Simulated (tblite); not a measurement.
Isomers of C3H6F3NSi. Level: GFN2-xTB in tblite, geometry and Hessian alike; calculated harmonic values, unscaled, isolated species. The method is semi-empirical: single wavenumbers can be off by several per cent or more. Modes of hydrogen on silicon can be 10 to 20 % off. One conformer each.

Electronic energies: GFN2-xTB at the same geometries; isomer energies are rough at this level and their order can be wrong.

```
              SMILES  electronic energy, lowest = 0 (kcal/mol)
FC(F)(F)C/C=N/[SiH3]                                      26.2
C=C([SiH2]N)C(F)(F)F                                      34.7
C=C(C(F)F)[Si@H](N)F                                       0.0
```

Task: How do GFN2-xTB zero-point energies change the relative energies?

Result: 
```tsv
SMILES	ZPE (kcal/mol)	of it from modes above 1550 cm⁻¹	electronic (kcal/mol)	with ZPE, lowest = 0 (kcal/mol)	lowest mode (cm⁻¹)	rings
C=C(C(F)F)[Si@H](N)F	56.6	28.7	0.0	0.0	31	0
FC(F)(F)C/C=N/[SiH3]	53.1	24.9	26.2	22.8	38	0
C=C([SiH2]N)C(F)(F)F	54.6	27.8	34.7	32.8	34	0
```

The zero-point energies span 3.5 kcal/mol, from `FC(F)(F)C/C=N/[SiH3]` to `C=C(C(F)F)[Si@H](N)F`. The order is unchanged.

Task: What do entropy and thermal enthalpy add at 298.15 K and 1 bar (rigid rotor, harmonic oscillator, one conformer each)?

Result: 
```
              SMILES  point group  symmetry number  S (cal/(mol K))  H − H(0) (kcal/mol)  ZPE + H − H(0) − TS (kcal/mol)
C=C(C(F)F)[Si@H](N)F           C1                1            100.2                 6.97                            33.7
FC(F)(F)C/C=N/[SiH3]           C1                1             99.3                 6.75                            30.3
C=C([SiH2]N)C(F)(F)F           C1                1             99.0                 6.87                            32.0
```
